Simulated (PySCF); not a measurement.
Core binding energy against partial charge

Species: C4H12N2OSi.
Cartesian coordinates in Å at the PBE0-D3(BJ)/def2-SVP level; atoms count from 1:
```xyz
20
C4H12N2OSi angstrom
C      2.718   -0.026   -0.927
C      1.521   -0.873   -0.567
O      1.600   -2.066   -0.328
N      0.307   -0.253   -0.516
Si    -1.104   -1.259   -0.096
N     -2.526   -0.274   -0.095
C     -3.288   -0.017   -1.289
C     -2.895    0.535    1.037
H      2.601    0.396   -1.937
H      2.827    0.814   -0.223
H      3.619   -0.649   -0.896
H      0.243    0.737   -0.721
H     -0.910   -1.798    1.277
H     -1.277   -2.311   -1.132
H     -3.002   -0.716   -2.090
H     -3.146    1.012   -1.678
H     -4.372   -0.147   -1.108
H     -3.969    0.418    1.280
H     -2.322    0.240    1.929
H     -2.717    1.617    0.869
```

Binding energies: delta-SCF UKS SCAN, pcX-2 on the ionised atom, pcseg-1 elsewhere, spin-free X2C in PySCF. Charges: PBE0/pcSseg-1 ground-state density, for the ionised atom.

```csv
atom,environment,C 1s (eV),Mulliken (e),IAO (e),Hirshfeld (e),ESP (e)
C1,methyl carbon next to a carbonyl,291.05,-0.267,-0.470,-0.121,-0.573
C7,N-methyl carbon,291.59,-0.072,-0.289,-0.067,-0.373
C2,amide carbonyl carbon,293.52,+0.367,+0.445,+0.178,+0.715
```

Problem. Give the correlation coefficient and slope of binding energy on charge for each scheme.

Solution. IAO: r = 1.00, slope 2.7 eV per e; Hirshfeld: r = 1.00, slope 8.1 eV per e; ESP: r = 1.00, slope 1.9 eV per e; Mulliken: r = 1.00, slope 4.0 eV per e. On 3 points no scheme stands out.

Problem. The point-charge model writes a binding energy as kq + V + constant, with V the potential of the other atoms' charges at the site. What does it give with the ESP charges?

Solution. V = Σ 14.40 eV Å × q/r over all other atoms: +8.75 eV at C1, +4.56 eV at C7, -11.51 eV at C2. Fitting binding energy − V to q gives k = 17.3 eV per e and leaves an rms residual of 0.53 eV, against 0.07 eV for the fit on q alone. The model has no term for differences in relaxation between sites.

The unrestricted hole states depart most from a pure doublet (⟨S²⟩ = 0.75; over 0.85 named) for C 1s of C2 (0.90), which makes this value less certain. Geometry: PBE0-D3(BJ)/def2-SVP, one conformer, isolated molecule.
